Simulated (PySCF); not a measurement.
CH5Si (SMILES [CH2-][SiH3]), charge -1, singlet, geometry from GFN2-xTB; PySCF with MP2/aug-cc-pVDZ.

PySCF was given this input:
```python
from pyscf import gto, scf, mp

mol = gto.M(
    atom='''
C    -0.01988719   -0.09948217   -1.26656962
Si    0.00791311    0.00755088    0.53010163
H    -0.91126202    0.34846772   -1.73680870
H     0.86775006    0.32705096   -1.76305989
H     0.03655798    1.22911263    1.47473221
H    -1.18943448   -0.69231292    1.11923128
H     1.20492807   -0.72113763    1.08389994
''',
    basis='aug-cc-pvdz',
    charge=-1,
    verbose=4,
)

mf = scf.RHF(mol)
mf.kernel()

pt = mp.MP2(mf)
pt.kernel()
print('E(MP2) = %.10f' % pt.e_tot)
```

Q: What does PySCF print? Leave out banner, timings and long lists.

A: 
```
PySCF version 2.14.0

[INPUT] verbose = 4
[INPUT] num. atoms = 7
[INPUT] num. electrons = 26
[INPUT] charge = -1
[INPUT] spin (= nelec alpha-beta = 2S) = 0
[INPUT] symmetry False subgroup None
[INPUT] Mole.unit = angstrom
[INPUT] Symbol           X                Y                Z      unit          X                Y                Z       unit  Magmom
[INPUT]  1 C     -0.019887190000  -0.099482170000  -1.266569620000 AA   -0.037581342487  -0.187994055577  -2.393469699494 Bohr   0.0
[INPUT]  2 Si     0.007913110000   0.007550880000   0.530101630000 AA    0.014953610694   0.014269095199   1.001746898886 Bohr   0.0
[INPUT]  3 H     -0.911262020000   0.348467720000  -1.736808700000 AA   -1.722035645518   0.658508554052  -3.282092773762 Bohr   0.0
[INPUT]  4 H      0.867750060000   0.327050960000  -1.763059890000 AA    1.639809957975   0.618036743176  -3.331700333306 Bohr   0.0
[INPUT]  5 H      0.036557980000   1.229112630000   1.474732210000 AA    0.069084569867   2.322686246944   2.786839983975 Bohr   0.0
[INPUT]  6 H     -1.189434480000  -0.692312920000   1.119231280000 AA   -2.247705410314  -1.308281811298   2.115040589246 Bohr   0.0
[INPUT]  7 H      1.204928070000  -0.721137630000   1.083899940000 AA    2.276984052101  -1.362752618818   2.048274033033 Bohr   0.0

nuclear repulsion = 56.3724402286152
number of shells = 41
number of NR pGTOs = 140
number of NR cGTOs = 95
basis = aug-cc-pvdz
ecp = {}

******** <class 'pyscf.scf.hf.RHF'> ********
method = RHF
initial guess = minao
damping factor = 0
level_shift factor = 0
DIIS = <class 'pyscf.scf.diis.CDIIS'>
diis_start_cycle = 1
diis_space = 8
diis_damp = 0
SCF conv_tol = 1e-09
SCF conv_tol_grad = None
SCF max_cycles = 50
direct_scf = True
direct_scf_tol = 1e-13
Set gradient conv threshold to 3.16228e-05
Initial guess from minao.
init E= -329.390836637814
  HOMO = -0.178480050459047  LUMO = 0.0308611492127033  gap/eV = 5.69646
cycle= 1 E= -329.599138586223  delta_E= -0.208  |g|= 0.327  |ddm|= 2.27
  HOMO = -0.00639815235847196  LUMO = 0.147144826590691  gap/eV = 4.17812
cycle= 2 E= -329.631215018897  delta_E= -0.0321  |g|= 0.182  |ddm|=  0.8
  HOMO = -0.0716469227797853  LUMO = 0.149097803359539  gap/eV = 6.00677
cycle= 3 E= -329.641366755707  delta_E= -0.0102  |g|= 0.0352  |ddm|= 0.203
  HOMO = -0.0698993243010917  LUMO = 0.148999103194295  gap/eV = 5.95653
cycle= 4 E= -329.642180613406  delta_E= -0.000814  |g|= 0.0059  |ddm|= 0.122
  HOMO = -0.0684631567444258  LUMO = 0.148764179608588  gap/eV = 5.91106
cycle= 5 E= -329.642231232994  delta_E= -5.06e-05  |g|= 0.00243  |ddm|= 0.0308
  HOMO = -0.0683193255505579  LUMO = 0.148669789408661  gap/eV = 5.90457
cycle= 6 E= -329.642241772025  delta_E= -1.05e-05  |g|= 0.000843  |ddm|= 0.0175
  HOMO = -0.0683195903906149  LUMO = 0.148645102624338  gap/eV = 5.90391
cycle= 7 E= -329.642243202441  delta_E= -1.43e-06  |g|= 0.000178  |ddm|= 0.00957
  HOMO = -0.0683273918353002  LUMO = 0.148635045688201  gap/eV = 5.90385
cycle= 8 E= -329.642243273845  delta_E= -7.14e-08  |g|= 5.83e-05  |ddm|= 0.00253
  HOMO = -0.068320639993193  LUMO = 0.148634517146894  gap/eV = 5.90365
cycle= 9 E= -329.642243282351  delta_E= -8.51e-09  |g|= 2.39e-05  |ddm|= 0.000857
  HOMO = -0.0683230384631131  LUMO = 0.148634300735225  gap/eV = 5.90371
cycle= 10 E= -329.642243283899  delta_E= -1.55e-09  |g|= 7.85e-06  |ddm|= 0.000387
  HOMO = -0.0683240265207701  LUMO = 0.148634289721999  gap/eV = 5.90374
cycle= 11 E= -329.642243284046  delta_E= -1.46e-10  |g|= 1.42e-06  |ddm|= 0.000119
  HOMO = -0.0683238284950507  LUMO = 0.148634308325172  gap/eV = 5.90373
Extra cycle  E= -329.642243284051  delta_E= -5.68e-12  |g|= 6.83e-07  |ddm|= 9.27e-06
converged SCF energy = -329.642243284051

******** <class 'pyscf.mp.mp2.RMP2'> ********
nocc = 13, nmo = 95
E(RMP2) = -329.942569000099  E_corr = -0.300325716047601
E(SCS-RMP2) = -329.949445747575  E_corr = -0.307202463523601
E_corr(same-spin) = -0.0613712258463686
E_corr(oppo-spin) = -0.238954490201232
E(MP2) = -329.9425690001
```
